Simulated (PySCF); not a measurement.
Vertical excitations of a molecule C3H9BFN from PySCF with TDA-B3LYP/def2-SVPD, as energy in eV (oscillator strength): 6.57 (0.022), 7.36 (0.005), 7.46 (0.084), 7.78 (0.029), 8.09 (0.227), 8.33 (0.071), 8.53 (0.013), 8.70 (0.012), 8.86 (0.021), 8.92 (0.019). Lowest triplet (TDA): 6.33 eV. The structure is a stationary point at ωB97X-D3(BJ)/def2-SVP. The values are those of a single conformer.

Identify the compound among the candidates.
A. CCNB(C)F
B. CB(F)N(C)C
C. CCB(F)NC
D. CC(C)B(N)F

A, CCNB(C)F
